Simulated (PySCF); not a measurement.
Species, as SMILES: F[SiH] (F-SiH) (closed-shell singlet).
Geometry (B3LYP-D3(BJ)/def2-TZVP, fixed):
```xyz
3

Si    -0.2468    -0.3148     0.4521
H     -0.9813    -1.2112    -0.5591
F      0.4929     0.6243    -0.6411
```

Basis-set convergence of the lowest singlet excitation energy at CAM-B3LYP with PySCF. Tamm-Dancoff approximation; the state is taken by its order, and sets in which it differs in degeneracy or brightness are left out, yet its character can still change. All functions are spherical. Density fitting with generated auxiliary sets. In sets without p functions on hydrogen, species with hydrogen take exact integrals. No added dispersion term, no relativity. Reference: the value in aug-pcseg-3, 3.070 eV, itself unsure by roughly 0.005 eV (its mean distance from aug-cc-pV(Q+d)Z, aug-pcseg-2, aug-cc-pV(T+d)Z). Deviations are taken from unrounded values. Cost is core time over that of cc-pV(D+d)Z, rough, on shared machines of one kind; a dash marks a row that isn't timed (too short, read off another run, short of memory, by another algorithm or on other hardware).

```
basis            functions  lowest singlet excitation energy (eV)  minus reference (eV)  cost
---------------  ---------  -------------------------------------  --------------------  ----
3-21G                   24                                  2.971                -0.099     -
cc-pV(D+d)Z             42                                  3.112                 0.042    1×
def2-SVPD               55                                  3.081                 0.011    2×
6-311+G**               58                                  3.083                 0.013    2×
aug-cc-pV(D+d)Z         64                                  3.052                -0.019    2×
def2-TZVP               74                                  3.089                 0.019    3×
def2-TZVPP              87                                  3.087                 0.017    4×
def2-TZVPPD            105                                  3.076                 0.006    7×
aug-cc-pV(T+d)Z        124                                  3.068                -0.003    6×
```
